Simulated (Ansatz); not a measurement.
Ansatz (a program for electronic structure) input (CCSD(T)/def2-SVPD):

Ansatz 0.2 input:
```yaml
crystal:
  periodic: [false, false, false]
  atoms:
    - {symbol: Si, position_ang: [0.22679746, 0.05573040, -1.01853749]}
    - {symbol: C, position_ang: [-1.01872015, -1.16026351, -1.72455035]}
    - {symbol: C, position_ang: [-0.25438705, 1.83293467, -1.39058038]}
    - {symbol: Br, position_ang: [0.26754867, -0.20527583, 1.22746047]}
    - {symbol: H, position_ang: [-0.75694885, -2.18687099, -1.46960041]}
    - {symbol: H, position_ang: [-1.05518514, -1.06974233, -2.81248773]}
    - {symbol: H, position_ang: [-2.01424634, -0.94779813, -1.32455693]}
    - {symbol: H, position_ang: [-0.27181104, 1.99802215, -2.47019793]}
    - {symbol: H, position_ang: [0.44874530, 2.53473738, -0.94278083]}
    - {symbol: H, position_ang: [-1.25127854, 2.04005341, -0.99118351]}
basis:
  gaussian:
    orbitals: def2-SVPD
magnetization: {spin_polarized: true, initial_magnetization: 1}
correlation: {method: ccsd_t, electrons: outside_noble_gas}
output: {forces: true}
```

Output:

```
Functional definition: HF
integrals: 0.73 GiB planned
1501 factors; integrals over basis functions are off by at most 1.3e-3 eV
mean field: 1.01 GiB planned
mean field evaluation 1: about -80003.0473 eV, gradient 2.0e1 eV
mean field evaluation 2: about -80003.0490 eV, gradient 2.0e1 eV
mean field evaluation 4: about -80005.7082 eV, gradient 2.3e0 eV
mean field evaluation 8: about -80005.7785 eV, gradient 1.6e-3 eV
mean field evaluation 16: about -80005.7753 eV, gradient 2.1e-1 eV
mean field -80005.77850463 eV, -2940.1581301807 hartree, gradient 1.4e-6 eV, S^2 0.753404; 0 other end points of the search recorded, 0 dependent functions left out
21 core orbitals not correlated
reference -80005.77850463 eV, -2940.1581301807 hartree; 13, 12 occupied and 119, 120 virtual orbitals, 1501 factors
densities: 4.33 GiB planned
second order -13.97346463 eV of doubles, -0.00000000 eV of singles
coupled cluster: 2.39 GiB planned
cycle   1  -14.95921841 eV  change   -9.9e-1 eV  update   8.3e-2
cycle   2  -15.33801812 eV  change   -3.8e-1 eV  update   2.6e-2
cycle   3  -15.39843855 eV  change   -6.0e-2 eV  update   1.1e-2
cycle   4  -15.39585435 eV  change    2.6e-3 eV  update   3.8e-3
cycle   5  -15.39484007 eV  change    1.0e-3 eV  update   1.7e-3
cycle   6  -15.39501086 eV  change   -1.7e-4 eV  update   6.8e-4
cycle   7  -15.39514632 eV  change   -1.4e-4 eV  update   2.6e-4
cycle   8  -15.39518416 eV  change   -3.8e-5 eV  update   9.4e-5
cycle   9  -15.39516922 eV  change    1.5e-5 eV  update   3.5e-5
cycle  10  -15.39516002 eV  change    9.2e-6 eV  update   1.4e-5
cycle  11  -15.39516618 eV  change   -6.2e-6 eV  update   5.3e-6
cycle  12  -15.39516680 eV  change   -6.2e-7 eV  update   2.0e-6
perturbative correction -0.50597328 eV, -0.0185941752 hartree
the calculation of the forces begins
Total energy: -80021.67964471 eV, -2940.7424863007 hartree
Atom 0 at     0.226797     0.055730    -1.018537 Å, force     0.204135    -0.050671    -0.013049 eV/Å
Atom 1 at    -1.018720    -1.160264    -1.724550 Å, force     0.145863     0.117282     0.080583 eV/Å
Atom 2 at    -0.254387     1.832935    -1.390580 Å, force     0.068369    -0.186192     0.046723 eV/Å
Atom 3 at     0.267549    -0.205276     1.227460 Å, force     0.005701    -0.020707     0.172540 eV/Å
Atom 4 at    -0.756949    -2.186871    -1.469600 Å, force     0.089477    -0.414847     0.086287 eV/Å
Atom 5 at    -1.055185    -1.069742    -2.812488 Å, force    -0.028900     0.021558    -0.416351 eV/Å
Atom 6 at    -2.014246    -0.947798    -1.324557 Å, force    -0.372410     0.072609     0.143059 eV/Å
Atom 7 at    -0.271811     1.998022    -2.470198 Å, force    -0.013604     0.081460    -0.409668 eV/Å
Atom 8 at     0.448745     2.534737    -0.942781 Å, force     0.270687     0.294787     0.165465 eV/Å
Atom 9 at    -1.251279     2.040053    -0.991184 Å, force    -0.369317     0.084721     0.144411 eV/Å
Dipole moment:    -0.171141     0.091746    -0.430593 e Å
```

It need not be the lowest isomer of its formula.
